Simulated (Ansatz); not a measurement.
**Question.** Name a neutral molecule of C, F, O, Si and H with HOMO–LUMO gap (PBE/def2-TZVPP) between 5.75 and 6.05 eV and vertical ionisation energy (CCSD(T)/CBS(def2)) between 10.65 and 10.95 eV (Ansatz, PBE0-D4/def2-TZVP geometry).

**Answer.** `F[SiH]1CO1` (5.83 eV, 10.69 eV). Other molecules can fit too; these were computed, each in one conformer that needn't be the lowest.
